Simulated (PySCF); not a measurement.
Compound: C7H8ClN (charge +1 and doublet state).
Bonds: C1–C2, C2–C3, C3–N4 (triple), C2–C5, C5–Cl6, C5–C7, C7–C8, C8–C9, C5–C9. Hydrogens: H10, H11 on C1; H12, H13 on C7; H14, H15 on C8; H16, H17 on C9.

As a line formula: `[CH2+][C](C#N)C1(Cl)CCC1` [radical] (charge +1).

Method used: UKS B3LYP, pcH-1 on C Cl H N, non-relativistic, mean-field spin-orbit, GIAO in PySCF 2.14.0. Isolated species at its GFN2-xTB geometry (one conformer only). Couplings are sensitive to structure, and on GFN2-xTB geometries they can be far from those on DFT ones, by a factor of two or more for some ions and for spin on atoms past the first row.

Output of the driver script. Atoms in this output count from 0.

```
UKS, coarse grid
  cycle   1  E = -786.00824756  |g| = 4.53e-01
  cycle   2  E = -785.15062339  |g| = 1.33e+00
  cycle   3  E = -786.06955792  |g| = 2.72e-01
  cycle   4  E = -786.10796668  |g| = 9.79e-02
  cycle   5  E = -786.11137042  |g| = 5.20e-02
  cycle   6  E = -786.11267346  |g| = 1.92e-02
  cycle   7  E = -786.11287920  |g| = 7.96e-03
  cycle   8  E = -786.11291668  |g| = 2.40e-03
  cycle   9  E = -786.11292313  |g| = 1.55e-03
  cycle  10  E = -786.11292547  |g| = 5.96e-04
UKS, final grid
  cycle   1  E = -786.11291769  |g| = 7.67e-04
  cycle   2  E = -786.11291673  |g| = 1.64e-03
  cycle   3  E = -786.11291816  |g| = 1.78e-04
  cycle   4  E = -786.11291819  |g| = 1.40e-04
  cycle   5  E = -786.11291822  |g| = 6.77e-05
  cycle   6  E = -786.11291823  |g| = 2.26e-05
E = -786.11291823 Eh   <S^2> = 0.7574 (exact 0.7500)
g shifts (ppm)      1          2          3
  rmc          -184       -184       -184
  gc             11         40         28
  oz_so       -2009      11375      33873
  total       -2164      11232      33734
hyperfine (MHz)  atom isotope    a_iso     a_fc   dipolar eigenvalues
    0   13C      25.76      25.76    -32.78    -31.84     64.62
    1   13C      -6.75      -6.75    -11.69     -7.12     18.81
    2   13C      -5.44      -5.44     -3.11     -2.24      5.35
    3   14N       2.28       2.28     -5.92     -5.17     11.09
    4   13C      -9.30      -9.30    -13.75    -12.93     26.68
    5  35Cl       4.01       4.01    -25.66    -23.61     49.27
    6   13C      51.41      51.41    -16.42    -15.73     32.15
    7   13C      -1.53      -1.53     -3.16     -2.09      5.25
    8   13C      30.06      30.06     -7.61     -7.13     14.73
    9    1H     -21.25     -21.25    -15.10     -3.31     18.41
   10    1H     -19.57     -19.57    -13.63     -4.39     18.02
   11    1H      44.82      44.82     -7.22     -1.77      8.99
   12    1H      -4.10      -4.10     -7.89     -0.09      7.98
   13    1H      35.89      35.89     -2.21     -1.77      3.98
   14    1H       0.77       0.77     -2.20     -1.42      3.62
   15    1H      -4.16      -4.16     -3.71     -1.30      5.01
   16    1H      73.81      73.81     -4.41     -1.35      5.76
```

Question: The run flagged its g tensor. What set off the flag, and which results does it touch?

Answer: The largest g shift is +0.034, past the limit of 0.03 at which the run flags a species of elements up to argon. The orbital-Zeeman/spin–orbit term is second order, a sum of spin–orbit matrix elements over excitation energies, so it grows and becomes less reliable as an excited state comes close; a shift of this size calls for a check with another method. The contact and dipolar couplings don't rest on that expansion, but they belong to the state that the SCF found, and a close-lying state with the spin in another orbital would have other couplings; no stability test was run. The run left out the spin–orbit part of the hyperfine coupling.
